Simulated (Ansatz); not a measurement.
Stretch profile

CH₃NSe (SMILES N=C[SeH]), singlet, at its PBE0-D4/def2-TZVP minimum:

N1  (-0.848, -1.062, -0.430)
C2  (-0.112, -0.078, -0.165)
Se3  (0.641, 0.090, 1.574)
H4  (-1.181, -1.026, -1.392)
H5  (0.161, 0.732, -0.849)
H6  (1.339, 1.344, 1.262)
(Å)

The bond length C2–H5 (1.094 Å at the minimum) is set to the values below, with the rest relaxed at PBE0-D4/def2-TZVP at each step. Each method's energies count from its own value at the PBE0-D4 minimum structure. Computed with Ansatz 0.2.0 (basis: def2-TZVPP); correlated methods freeze the cores. Filled d shells of the heavier atoms are correlated. The def2 sets are not built for correlating such inner shells, so the correlated values are less sure here. B3LYP uses VWN-RPA correlation.

CCSD(T) energies along the scan:
```csv
bond length (Å),CCSD(T) (kJ/mol)
0.963,33.6
1.001,15.3
1.057,1.9
1.122,1.4
1.194,13.5
1.272,36.1
1.354,65.8
1.441,100.3
1.532,136.7
```
They count from the CCSD(T) energy at the PBE0-D4 minimum.

Minimum and curvature along this coordinate at CCSD(T): A fifth-order fit through the nearest points gives 1.091 Å, with a curvature of about 32 eV/Å².

Largest difference from the CCSD(T) curve over the scan: PBE0-D4 1.2; B3LYP-D4 4.8; HF 25.7 kJ/mol. Each curve counts from its own value at the minimum.

No T1 diagnostic of these runs exceeds 0.013.

For scale, one of the runs: CCSD(T)/def2-TZVPP, 152 basis functions (an equivalent command: `ansatz run in.yaml --threads 2`). Time: 14 s of wall clock on 2 CPU threads; the host was shared. Peak host memory: 1.1 GiB.
